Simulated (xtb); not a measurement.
n-butyl acetate (C6H12O2), singlet, at a GFN2-xTB geometry; GFN1-xTB (xtb).

xtb was given this input:
```
$ xtb mol.xyz --gfn 1 --json

# file mol.xyz
20

C     -3.89440677     0.59454652    -0.33914431
C     -2.68001968    -0.31588928    -0.20491072
C     -1.38482384     0.48734588    -0.11951388
C     -0.17218977    -0.42092200     0.01524335
O      1.00033746     0.39177182     0.08275542
C      2.16802990    -0.25184192     0.17766581
C      3.31561892     0.72248799     0.23727749
O      2.26799694    -1.44948390     0.20894184
H     -3.81830555     1.20228703    -1.23782775
H     -4.80696323     0.00670346    -0.39843415
H     -3.96943663     1.25962206     0.51805895
H     -2.78316202    -0.93130463     0.69123698
H     -2.63196905    -0.98823606    -1.06403610
H     -1.41976689     1.15834622     0.74057834
H     -1.26798427     1.09989802    -1.01525903
H     -0.23298041    -1.03303909     0.92249391
H     -0.08587689    -1.09870449    -0.84185072
H      3.18703026     1.38072010     1.09268432
H      3.31828247     1.33210993    -0.66271262
H      4.25120428     0.17893113     0.32178314
```

Q: Predict the main parts of the log of this xtb run.

A: 
```
   ID    Z sym.   atoms
    1    6 C      1-4, 6, 7
    2    8 O      5, 8
    3    1 H      9-20

           -------------------------------------------------
          |                Calculation Setup                |
           -------------------------------------------------

           -------------------------------------------------
          |                 G F N 1 - x T B                 |
           -------------------------------------------------

          ...................................................
          :                      SETUP                      :
          :.................................................:
          :  # basis functions                  56          :
          :  # atomic orbitals                  56          :
          :  # shells                           40          :
          :  # electrons                        48          :
          :  # halogen bonds                     0          :
          :  max. iterations                   250          :
          :  Hamiltonian                  GFN1-xTB          :
          :  restarted?                      false          :
          :  GBSA solvation                  false          :
          :  PC potential                    false          :
          :  electronic temp.          300.0000000     K    :
          :  accuracy                    1.0000000          :
          :  -> integral cutoff          0.2500000E+02      :
          :  -> integral neglect         0.1000000E-07      :
          :  -> SCF convergence          0.1000000E-05 Eh   :
          :  -> wf. convergence          0.2000000E-04 e    :
          :  Broyden damping             0.4000000          :
          :  net charge                          0          :
          :  unpaired electrons                  0          :
          ...................................................

 iter      E             dE          RMSdq      gap      omega  full diag
   1    -28.7495315 -0.287495E+02  0.792E+00    7.21       0.0  T
   2    -28.8924283 -0.142897E+00  0.471E+00    5.43       1.0  T
   3    -28.8891724  0.325595E-02  0.162E+00    6.23       1.0  T
   4    -28.8998986 -0.107262E-01  0.181E-01    5.71       1.0  T
   5    -28.9003047 -0.406056E-03  0.429E-02    5.79       1.0  T
   6    -28.9003287 -0.240451E-04  0.441E-03    5.77       5.1  T
   7    -28.9003292 -0.504638E-06  0.129E-03    5.77      17.3  T
   8    -28.9003292 -0.213594E-07  0.457E-04    5.77      49.0  T
   9    -28.9003292 -0.155199E-08  0.101E-04    5.77     221.5  T
  10    -28.9003292 -0.370939E-10  0.202E-05    5.77    1105.1  T

   *** convergence criteria satisfied after 10 iterations ***

         :::::::::::::::::::::::::::::::::::::::::::::::::::::
         ::                     SUMMARY                     ::
         :::::::::::::::::::::::::::::::::::::::::::::::::::::
         :: total energy             -28.591599214081 Eh    ::
         :: gradient norm              0.011640520652 Eh/a0 ::
         :: HOMO-LUMO gap              5.772582407116 eV    ::
         ::.................................................::
         :: SCC energy               -28.900329232212 Eh    ::
         :: -> electrostatic           0.087150376821 Eh    ::
         :: repulsion energy           0.315568316400 Eh    ::
         :: dispersion energy         -0.006838298269 Eh    ::
         :: halogen bond corr.         0.000000000000 Eh    ::
         :: add. restraining           0.000000000000 Eh    ::
         :: total charge              -0.000000000000 e     ::
         :::::::::::::::::::::::::::::::::::::::::::::::::::::

           -------------------------------------------------
          |                Property Printout                |
           -------------------------------------------------

    * Orbital Energies and Occupations

         #    Occupation            Energy/Eh            Energy/eV
      -------------------------------------------------------------
[...]
        31                         -0.0948585              -2.5812
        32                         -0.0782678              -2.1298
        33                         -0.0739844              -2.0132
        34                         -0.0711532              -1.9362
        35                         -0.0596943              -1.6244
       ...                                ...                  ...
        56                          0.7372868              20.0626
      -------------------------------------------------------------
                  HL-Gap            0.2121385 Eh            5.7726 eV
             Fermi-level           -0.3565914 Eh           -9.7033 eV

  Mulliken/CM5 charges         n(s)   n(p)   n(d)
     1C    -0.08445 -0.23722   1.005  3.079  0.000
     2C    -0.04306 -0.15647   1.026  3.017  0.000
     3C    -0.06030 -0.16866   1.033  3.027  0.000
     4C     0.20060  0.11993   0.998  2.801  0.000
     5O    -0.42191 -0.50785   1.687  4.735  0.000
     6C     0.58664  0.63742   0.975  2.438  0.000
     7C    -0.12399 -0.26458   1.017  3.107  0.000
     8O    -0.53124 -0.58179   1.720  4.811  0.000
     9H     0.03049  0.08271   0.970  0.000  0.000
    10H     0.03298  0.08463   0.967  0.000  0.000
    11H     0.03047  0.08269   0.970  0.000  0.000
    12H     0.02567  0.08103   0.974  0.000  0.000
    13H     0.02575  0.08111   0.974  0.000  0.000
    14H     0.03734  0.09549   0.963  0.000  0.000
    15H     0.03743  0.09562   0.963  0.000  0.000
    16H     0.03812  0.10384   0.962  0.000  0.000
    17H     0.03870  0.10470   0.961  0.000  0.000
    18H     0.06104  0.11655   0.939  0.000  0.000
    19H     0.06118  0.11666   0.939  0.000  0.000
    20H     0.05853  0.11418   0.941  0.000  0.000

Wiberg/Mayer (AO) data.
largest (>0.10) Wiberg bond orders for each atom

 ---------------------------------------------------------------------------
     #   Z sym  total        # sym  WBO       # sym  WBO       # sym  WBO
 ---------------------------------------------------------------------------
     1   6 C    3.996 --     2 C    1.018     9 H    0.988    11 H    0.988
                            10 H    0.986
     2   6 C    3.997 --     1 C    1.018     3 C    1.007    12 H    0.980
                            13 H    0.980
     3   6 C    3.996 --     2 C    1.007     4 C    1.005    14 H    0.978
                            15 H    0.978
     4   6 C    3.883 --     3 C    1.005    16 H    0.972    17 H    0.972
                             5 O    0.891
     5   8 O    2.190 --     6 C    1.100     4 C    0.891     8 O    0.134
     6   6 C    3.837 --     8 O    1.712     5 O    1.100     7 C    0.983
     7   6 C    3.994 --    20 H    0.985     6 C    0.983    18 H    0.969
                            19 H    0.969
     8   8 O    1.962 --     6 C    1.712     5 O    0.134
     9   1 H    1.004 --     1 C    0.988
    10   1 H    1.004 --     1 C    0.986
    11   1 H    1.004 --     1 C    0.988
    12   1 H    1.005 --     2 C    0.980
    13   1 H    1.005 --     2 C    0.980
    14   1 H    1.006 --     3 C    0.978
    15   1 H    1.006 --     3 C    0.978
    16   1 H    1.012 --     4 C    0.972
    17   1 H    1.012 --     4 C    0.972
    18   1 H    1.002 --     7 C    0.969
    19   1 H    1.002 --     7 C    0.969
    20   1 H    1.003 --     7 C    0.985
 ---------------------------------------------------------------------------

Topologies differ in total number of bonds
Writing topology from bond orders to xtbtopo.mol

 dipole moment from electron density (au)
     X       Y       Z
  -0.5024   0.9465  -0.0593  total (Debye):    2.728

           -------------------------------------------------
          | TOTAL ENERGY              -28.591599214081 Eh   |
          | GRADIENT NORM               0.011640520652 Eh/α |
          | HOMO-LUMO GAP               5.772582407116 eV   |
           -------------------------------------------------

normal termination of xtb
```
